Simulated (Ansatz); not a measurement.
```xyz
9

Br    2.106    1.662   -1.320
B     0.818    0.483   -0.559
C    -0.365    0.563    0.472
C    -0.421   -0.923    0.096
O     0.702   -0.840   -0.839
H    -0.107    0.774    1.509
H    -1.235    1.152    0.185
H    -0.181   -1.626    0.894
H    -1.316   -1.245   -0.437
```

Total charge 0; spin multiplicity 1.

List the PBE/def2-TZVPP orbital energies in eV (Ansatz 0.2.0). (Estimate.)

Ansatz gave: Occupied: -13088.90, -1682.02, -1516.39, -1516.33, -1516.32, -511.09, -270.84, -268.96, -228.80, -178.62, -170.96, -170.80, -170.75, -67.63, -67.59, -67.56, -67.43, -67.43, -26.59, -19.51, -18.71, -15.80, -12.39, -12.36, -11.86, -10.38, -9.51, -8.36, -8.25, -7.82, -7.19, -6.93. Lowest empty: -1.19, 0.12, 0.78, 0.89, 1.20, 1.29, 2.30, 3.25.
